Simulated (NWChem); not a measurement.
# C3H3N2, doublet; SMILES [c]1cn[nH]c1

Computed with NWChem. Spin-unrestricted. In the optimisation the excess spin sits in a' (Cs, its own frame). All runs use the structure optimised with PBE0/def2-SVP, spin-unrestricted. No stability test was run on the SCF state. Level: B3LYP/def2-SVP with SMD (1 M gas to 1 M solution), gas-phase geometry. Reactions with the solvent are ignored.

| solvent | dielectric constant | solvation free energy (kcal/mol) | cavity-dispersion-structure term (kcal/mol) | dipole in solution (D) |
|---|---|---|---|---|
| water | 78.4 | -5.2 | 2.4 | 3.11 |
| ethanol | 24.9 | -5.8 | 1.5 | 3.08 |
| 2-propanol | 19.3 | -5.8 | 1.4 | 3.07 |
| methanol | 32.6 | -5.7 | 1.7 | 3.09 |
| benzene | 2.27 | -4.5 | -0.5 | 2.69 |
| 1-propanol | 20.5 | -5.7 | 1.6 | 3.07 |
| 1-octanol | 9.86 | -5.1 | 1.7 | 3.01 |
